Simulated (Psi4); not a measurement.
# GeH4S3 (SMILES [SH][GeH]([SH])[SH]): methods side by side

GeH4S3 has 8 atoms, charge 0, and is taken as a singlet. SMILES: `[SH][GeH]([SH])[SH]`. The shape was relaxed beforehand at PBE0/def2-TZVP. This is one conformer, not always the lowest.

```xyz
8

S    -0.5568    1.9096   -1.2963
Ge   -0.0148    0.3035    0.1294
S     2.0127   -0.4149   -0.3929
S    -1.4222   -1.3776   -0.1790
H    -1.6385    2.2905   -0.5938
H    -0.0627    0.8145    1.5798
H     2.6261    0.6704    0.1121
H    -0.9819   -2.0583    0.8941
```

Each level gives the dipole moment (D). The values are calculated.

```
                                 level                    kind  program  value (D)  CPU time
   PBE-D4/def2-TZVPP (density fitting)                     GGA     Psi4       2.07      63 s
r2SCAN-D4/def2-TZVPP (density fitting)                meta-GGA     Psi4       2.19   3.7 min
 B3LYP-D4/def2-TZVPP (density fitting)           global hybrid     Psi4       2.12      57 s
  PBE0-D4/def2-TZVPP (density fitting)           global hybrid     Psi4       2.20      68 s
  wB97M-V/def2-TZVPP (density fitting)  range-separated hybrid     Psi4       2.14   3.7 min
```

All-electron rows without a relativistic Hamiltonian named are non-relativistic. The values span 2.07 to 2.20 D. Magnitudes only. CPU times are rough (shared hosts, several kinds of processor and program).
